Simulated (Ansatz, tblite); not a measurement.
Cost and result up the ladder for GeFH3 (GeH₃F) (5 atoms). Total charge 0; singlet. Geometry: PBE-D4/def2-TZVP.

```
atom   x (Å)   y (Å)   z (Å)
 Ge1  -0.023   0.034  -0.086
  F2   0.406  -0.587   1.510
  H3  -1.270  -0.760  -0.534
  H4   1.201  -0.225  -0.991
  H5  -0.314   1.539   0.102
```

Ansatz on 4 threads of Intel Xeon on a shared host; xTB runs through tblite on one thread. Times are rough, summed over both states, and most runs start from the orbitals of an earlier one. CCSD(T)/def2-TZVPP serves as the yardstick here, not as an exact answer. The other state is a doublet.

The xTB rows come from tblite. Correlated methods freeze 10 core orbitals; core or outer-core shells of Ge are correlated, in sets that lack core-valence functions. In CCSD on the charge 1 doublet the largest single amplitude is 0.19, so its Hartree–Fock determinant may place the open shell otherwise than the density functionals do.

Run but left out: PBE-D4/def2-TZVP (charge +1 doublet: an occupied level 0.17 eV above an empty one).

Correlated methods converge slowly with the basis.

Raw xTB energies of ions are shifted by several eV.

| level | functions | vertical IE (eV) | difference from CCSD(T)/def2-TZVPP (eV) |
| --- | --- | --- | --- |
| r2SCAN-D4/def2-TZVP | 97 | 12.05 | -0.56 |
| GFN1-xTB | 19 | 16.42 | 3.81 |
| GFN2-xTB | 16 | 15.76 | 3.15 |
| CCSD(T)/def2-TZVPP | 121 | 12.61 | 0.00 |
| PBE0-D4/def2-TZVP | 97 | 12.25 | -0.35 |

**Question.** Estimate how long each takes.

**Answer.** GFN2-xTB 0.007 s; GFN1-xTB 0.015 s; r2SCAN-D4/def2-TZVP 7.7 s; PBE0-D4/def2-TZVP 13 s; CCSD(T)/def2-TZVPP 43 s. On shared hardware such times vary by a factor of up to 3.
